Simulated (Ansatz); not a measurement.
Basis sets compared for the cluster Cu4Ag⁺. Charge 1, multiplicity 1. Geometry PBE-D4/def2-SVP. Ansatz on 4 threads of Intel Xeon Platinum 8375C on a shared host; times are rough, and most runs start from earlier orbitals.

```xyz
5

Ag    0.542   -1.938   -1.727
Cu    0.656   -1.364    0.681
Cu   -0.890    0.440    1.397
Cu   -0.384    2.455    0.399
Cu    0.077    0.407   -0.750
```

In the def2 sets Ag takes a core potential; there is no spin–orbit coupling. Another isomer (singlet) lies 0.05 eV lower at PBE0-D4/def2-TZVP; other spin states weren't run for this one.

```tsv
level	functions	energy (Eh)	HOMO (eV)	LUMO (eV)	wall time
PBE-D4/def2-SVP	155	-6706.9925	-9.18	-8.09	2 s
PBE0-D4/def2-SVP	155	-6706.9750	-9.68	-7.17	3.8 s
```

Question: Estimate the rows for PBE-D4/def2-TZVP (with forces), PBE0-D4/def2-TZVP.

Answer: 
| level | functions | energy (Eh) | HOMO (eV) | LUMO (eV) | wall time |
| --- | --- | --- | --- | --- | --- |
| PBE-D4/def2-TZVP (with forces) | 220 | -6708.0220 | -9.55 | -8.41 | 3.4 s |
| PBE0-D4/def2-TZVP | 220 | -6707.9688 | -9.98 | -7.43 | 7.5 s |
